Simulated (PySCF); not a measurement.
PySCF input (TPSSh/def2-TZVPD):

```python
from pyscf import gto, scf, dft

mol = gto.M(
    atom='''
    B     0.06331863   -0.79318310    0.55853286
    C     1.43103672   -1.42433106    0.74779008
    C    -1.27058356   -1.30746571    1.18301536
    Br   -0.00894209    0.79917967   -0.57209692
    H     2.33392251   -1.03470760    0.29275690
    H     1.57107786   -2.31101894    1.35873751
    H    -1.13424597   -2.19147928    1.80861097
    H    -1.99419882   -1.55045415    0.39860157
    H    -1.74289447   -0.52693256    1.78718849
    ''',
    basis='def2-tzvpd',
    charge=0,
    spin=1,
    verbose=4,
)

mf = dft.UKS(mol, xc='tpssh').density_fit(auxbasis='def2-universal-jkfit')
mf.grids.level = 3
mf.conv_tol = 1e-9
mf.max_cycle = 100
mf.max_memory = 1500
mf.kernel()
if not mf.converged:
    mf = mf.newton()
    mf.kernel(mf.make_rdm1())
for _ in range(2):
    mo, _, stable, _ = mf.stability(return_status=True)
    if stable:
        break
    mf.kernel(mf.make_rdm1(mo, mf.mo_occ))
mf.analyze()
```

End of the output:

```
Extra cycle  E= -2678.19062392341  delta_E= -3.59e-11  |g|= 9.64e-06  |ddm|= 2.41e-05
converged SCF energy = -2678.19062392341  <S^2> = 0.75417121  2S+1 = 2.0041669
uhf_internal: lowest eigs of H = [0.18190478 0.24744592 0.28207657]
<class 'pyscf.df.df_jk.DFUKS'> wavefunction is stable in the internal stability analysis
**** SCF Summaries ****
Total Energy =                       -2678.190623923411295
Nuclear Repulsion Energy =             203.470713514553893
One-electron Energy =                -4125.888080870418889
Two-electron Energy =                 1244.226743432453532
Two-electron Coulomb Energy =         1352.266723109725490
DFT Exchange-Correlation Energy =     -108.039979677271987
HOMO-LUMO gap [eV] =                     2.905976628992355
**** MO energy ****
                             alpha | beta                alpha | beta
MO #1   energy= -482.545681386458  | -482.545498417515  occ= 1 | 1
MO #2   energy= -62.2593297905857  | -62.2592597682748  occ= 1 | 1
MO #3   energy= -56.0446858762944  | -56.0446343625092  occ= 1 | 1
MO #4   energy= -56.0434696414917  | -56.0430880410064  occ= 1 | 1
MO #5   energy= -56.0423645565423  | -56.0423050863548  occ= 1 | 1
MO #6   energy= -10.142256362497   | -10.1297804078465  occ= 1 | 1
MO #7   energy= -10.0949984514065  | -10.0950912668886  occ= 1 | 1
MO #8   energy= -8.60583551931888  | -8.60557554263277  occ= 1 | 1
MO #9   energy= -6.73045413756899  | -6.72939697616356  occ= 1 | 1
MO #10  energy= -6.42379318328265  | -6.42369873483049  occ= 1 | 1
MO #11  energy= -6.41971622039089  | -6.41899743056849  occ= 1 | 1
MO #12  energy= -6.4165294336047   | -6.41641698278133  occ= 1 | 1
MO #13  energy= -2.54846285544909  | -2.548174415668    occ= 1 | 1
MO #14  energy= -2.54755876785301  | -2.54710010449274  occ= 1 | 1
MO #15  energy= -2.54521069839105  | -2.54515728394261  occ= 1 | 1
MO #16  energy= -2.54193181502331  | -2.54145457727144  occ= 1 | 1
MO #17  energy= -2.54163215982421  | -2.54125115006124  occ= 1 | 1
MO #18  energy= -0.757935690985356 | -0.753745865026222 occ= 1 | 1
MO #19  energy= -0.697999864622876 | -0.688996482415327 occ= 1 | 1
MO #20  energy= -0.675702670569646 | -0.650847274080629 occ= 1 | 1
MO #21  energy= -0.45977707795852  | -0.452796186878356 occ= 1 | 1
MO #22  energy= -0.434217509619362 | -0.428032508360733 occ= 1 | 1
MO #23  energy= -0.402473243779666 | -0.400529458859464 occ= 1 | 1
MO #24  energy= -0.396137530756378 | -0.392674606859421 occ= 1 | 1
MO #25  energy= -0.346756340045869 | -0.342174005518363 occ= 1 | 1
MO #26  energy= -0.327087995959125 | -0.325684271644545 occ= 1 | 1
MO #27  energy= -0.305007181503239 | -0.291418971784175 occ= 1 | 1
MO #28  energy= -0.26892306134325  | -0.267157675325034 occ= 1 | 1
MO #29  energy= -0.255948237273799 | -0.149155565013132 occ= 1 | 0
MO #30  energy= -0.0211567876080141 | -0.00405174042535405 occ= 0 | 0
MO #31  energy= -0.0071765722678071 | 0.0106687138411731 occ= 0 | 0
MO #32  energy= 0.0245476106022043 | 0.0254190077892756 occ= 0 | 0
MO #33  energy= 0.0260346766573971 | 0.0288075965186816 occ= 0 | 0
MO #34  energy= 0.0370550361517853 | 0.0408877856135726 occ= 0 | 0
MO #35  energy= 0.0385546131385626 | 0.0428750499564364 occ= 0 | 0
MO #36  energy= 0.0522901699226924 | 0.0532668017865838 occ= 0 | 0
MO #37  energy= 0.06412982146962   | 0.0678058321405294 occ= 0 | 0
MO #38  energy= 0.0779454160739792 | 0.080360185777256  occ= 0 | 0
MO #39  energy= 0.0879541883617746 | 0.0891381927064566 occ= 0 | 0
MO #40  energy= 0.0897776189563791 | 0.0995625340683667 occ= 0 | 0
MO #41  energy= 0.100646754828019  | 0.102318241030305  occ= 0 | 0
MO #42  energy= 0.112522561922232  | 0.114645771675432  occ= 0 | 0
MO #43  energy= 0.119073733348315  | 0.12581288031556   occ= 0 | 0
MO #44  energy= 0.123232021050918  | 0.12782159343045   occ= 0 | 0
MO #45  energy= 0.135047661560349  | 0.136956169527312  occ= 0 | 0
MO #46  energy= 0.145248142530212  | 0.149085193459786  occ= 0 | 0
MO #47  energy= 0.146126045446651  | 0.151435636022108  occ= 0 | 0
MO #48  energy= 0.153572061542704  | 0.162781514860066  occ= 0 | 0
MO #49  energy= 0.176129582701069  | 0.177863753065757  occ= 0 | 0
MO #50  energy= 0.187973686024663  | 0.189051398758907  occ= 0 | 0
MO #51  energy= 0.19644596298459   | 0.198911744440994  occ= 0 | 0
MO #52  energy= 0.196955770748802  | 0.199432264986182  occ= 0 | 0
MO #53  energy= 0.214929526484643  | 0.221272450609258  occ= 0 | 0
MO #54  energy= 0.219923936327061  | 0.224647949975185  occ= 0 | 0
MO #55  energy= 0.220993964160086  | 0.225027816185233  occ= 0 | 0
MO #56  energy= 0.235687939945816  | 0.237853594513396  occ= 0 | 0
MO #57  energy= 0.24714310977057   | 0.252469626514044  occ= 0 | 0
MO #58  energy= 0.253723510175511  | 0.255642305217974  occ= 0 | 0
MO #59  energy= 0.256213481045819  | 0.261153570624274  occ= 0 | 0
MO #60  energy= 0.259304253440376  | 0.26684069151357   occ= 0 | 0
MO #61  energy= 0.265233612075083  | 0.268925963494641  occ= 0 | 0
MO #62  energy= 0.273208655367183  | 0.277642472160007  occ= 0 | 0
MO #63  energy= 0.285845126279549  | 0.287967233020972  occ= 0 | 0
MO #64  energy= 0.294737708921555  | 0.298671906197756  occ= 0 | 0
MO #65  energy= 0.295440757197626  | 0.303353941170197  occ= 0 | 0
MO #66  energy= 0.304132879187388  | 0.307079240921629  occ= 0 | 0
MO #67  energy= 0.309410335979101  | 0.311486945544282  occ= 0 | 0
MO #68  energy= 0.32731638759255   | 0.33029180725004   occ= 0 | 0
MO #69  energy= 0.341277803546294  | 0.34856841959576   occ= 0 | 0
MO #70  energy= 0.349042527263233  | 0.351052312281933  occ= 0 | 0
MO #71  energy= 0.351129668754453  | 0.355929215793257  occ= 0 | 0
MO #72  energy= 0.363214906504382  | 0.367897723595036  occ= 0 | 0
MO #73  energy= 0.366312931436437  | 0.368431018395174  occ= 0 | 0
MO #74  energy= 0.373440112970102  | 0.374957996686726  occ= 0 | 0
MO #75  energy= 0.396735016064685  | 0.400583799887647  occ= 0 | 0
MO #76  energy= 0.397551930789487  | 0.400932476299328  occ= 0 | 0
MO #77  energy= 0.405546703265259  | 0.411374858009648  occ= 0 | 0
MO #78  energy= 0.408190252474356  | 0.413401178277061  occ= 0 | 0
MO #79  energy= 0.422679092090436  | 0.42529810642096   occ= 0 | 0
MO #80  energy= 0.425593248676834  | 0.429939804582465  occ= 0 | 0
MO #81  energy= 0.442545789258502  | 0.454785304742444  occ= 0 | 0
MO #82  energy= 0.451869769685915  | 0.460975779462391  occ= 0 | 0
MO #83  energy= 0.46141751822791   | 0.465601818479603  occ= 0 | 0
MO #84  energy= 0.478479059844177  | 0.485704290650533  occ= 0 | 0
MO #85  energy= 0.482898897316355  | 0.493600088065226  occ= 0 | 0
MO #86  energy= 0.49500659466672   | 0.499896791300712  occ= 0 | 0
MO #87  energy= 0.502669586181436  | 0.505977125224911  occ= 0 | 0
MO #88  energy= 0.508601756516045  | 0.523498512777214  occ= 0 | 0
MO #89  energy= 0.529211609848491  | 0.533556735945379  occ= 0 | 0
MO #90  energy= 0.535174380406359  | 0.538999535264057  occ= 0 | 0
MO #91  energy= 0.545375103051768  | 0.552458363508066  occ= 0 | 0
MO #92  energy= 0.554851982170229  | 0.55803131898981   occ= 0 | 0
MO #93  energy= 0.571699438370447  | 0.575135892000905  occ= 0 | 0
MO #94  energy= 0.578843999206468  | 0.581907560097936  occ= 0 | 0
MO #95  energy= 0.596015572422117  | 0.600231994602817  occ= 0 | 0
MO #96  energy= 0.643189138420992  | 0.647353363262207  occ= 0 | 0
MO #97  energy= 0.659237690154087  | 0.661429696704996  occ= 0 | 0
MO #98  energy= 0.66431129911208   | 0.672817328759394  occ= 0 | 0
MO #99  energy= 0.674700957533114  | 0.682281906743184  occ= 0 | 0
MO #100 energy= 0.689194173820682  | 0.694070649462045  occ= 0 | 0
MO #101 energy= 0.707355239485542  | 0.711295902448364  occ= 0 | 0
MO #102 energy= 0.708244105019396  | 0.720061399324924  occ= 0 | 0
MO #103 energy= 0.721266413987713  | 0.731392104861827  occ= 0 | 0
MO #104 energy= 0.725924221858968  | 0.735283782601765  occ= 0 | 0
[...]
```

It need not be the lowest isomer of its formula.
